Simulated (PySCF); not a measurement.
Excitations are Tamm–Dancoff values on a coarser integration grid. The basis has no diffuse functions, so Rydberg states are missing or too high.

Cartesian coordinates (Å):
```xyz
11

N     -0.5124     1.4993    -0.4609
Si     0.1339    -0.0853    -0.3053
N      1.3045     0.0720     0.9351
N     -0.7976    -1.4444     0.1826
H     -0.8727     1.9931     0.3420
H     -1.0057     1.7623    -1.2998
H      0.5511    -0.4291    -1.6935
H      1.9158     0.8730     0.9502
H      1.7569    -0.7490     1.3048
H     -1.2071    -1.4877     1.1039
H     -1.3648    -1.9361    -0.4902
```
Charge 0, multiplicity 1.

Problem. What S1 excitation (TDA), HOMO, LUMO, dipole moment and T1 excitation (TDA) does PBE-D3(BJ)/def2-TZVP // r2SCAN-D4/def2-TZVP (PySCF) give?

Solution. 
```
Property                Value
-------------------  --------
S1 excitation (TDA)   5.79 eV
HOMO                 -5.41 eV
LUMO                  0.28 eV
dipole moment          1.15 D
T1 excitation (TDA)   5.57 eV
```
